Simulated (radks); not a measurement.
Values are calculated unless marked as measured or tabulated.
Question: Dipole-allowed excitations along the series with 18 electrons in [Ar]. Level of theory: non-relativistic Kohn-Sham, LB94 model potential, spin-unpolarised, spherical densities, point nucleus (a radial shooting solver on a logarithmic mesh with Libxc functionals). Time-dependent linear response with the Hartree and adiabatic LDA kernel, continuum included through the Sternheimer equations. Lines are the poles of the dipole polarisability below minus the highest occupied eigenvalue, found on a grid refined at the orbital gaps; the lowest seven at most are given, and weak or close lines can be missed. The first line takes the name of the lowest orbital gap if no other gap lies below it; otherwise a line is named after a gap within 0.6 % of it, if that gap stands alone.

| species | -e(HOMO) (eV) | lowest orbital gap (eV) | first line (eV) | f | static alpha (bohr^3) |
|---|---|---|---|---|---|
| V5+ | 126.94 | 3p-3d 40.461 | 53.746 (3p-3d) | 3.76 | 1.113 |
| Cr6+ | 158.79 | 3p-3d 44.755 | 59.410 (3p-3d) | 3.38 | 0.8361 |
| Mn7+ | 193.75 | 3p-3d 48.964 | 64.859 (3p-3d) | 3.07 | 0.6455 |
| Fe8+ | 231.81 | 3p-3d 53.110 | 70.165 (3p-3d) | 2.81 | 0.5096 |
| Co9+ | 272.95 | 3p-3d 57.207 | 75.366 (3p-3d) | 2.59 | 0.4097 |

Estimate the first line of Ti4+, its oscillator strength and the static polarisability.

Answer: 47.728 eV (3p-3d), f = 4.23, alpha = 1.534 bohr^3.
